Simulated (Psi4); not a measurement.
## Nuclear repulsion and electron count by hand

System: Br₂Zn (SMILES [Br][Zn][Br]), singlet, at a GFN2-xTB geometry (such geometries of metal compounds can be far from the true shape). Level: Psi4 with TPSS/pcseg-1. Sums are taken with unrounded values, so a last digit can differ.

Coordinates (Å):

```
atom         x         y         z
----  --------  --------  --------
Zn1   -0.00812  -0.01195  -0.01327
Br2   -0.24664   1.76351  -1.42521
Br3    0.25360  -1.75327   1.43658
```

Q: Work out the nuclear repulsion energy and the numbers of alpha and beta electrons.

A: In atomic units each pair adds Z_i Z_j / r_ij, with r in bohr (1 bohr = 0.529177 Å).
| pair | r (Å) | r (bohr) | Z_i Z_j | term (Eh) |
|---|---|---|---|---|
| Zn1-Br2 | 2.2809 | 4.3104 | 1050 | 243.5986 |
| Zn1-Br3 | 2.2809 | 4.3104 | 1050 | 243.5986 |
| Br2-Br3 | 4.5616 | 8.6201 | 1225 | 142.1099 |
The sum is 629.3071 Eh; Psi4 gives 629.3071 Eh. The atomic numbers add up to 100, so at charge +0 there are 100 electrons; multiplicity 1 means 0 unpaired, so 50 alpha and 50 beta.
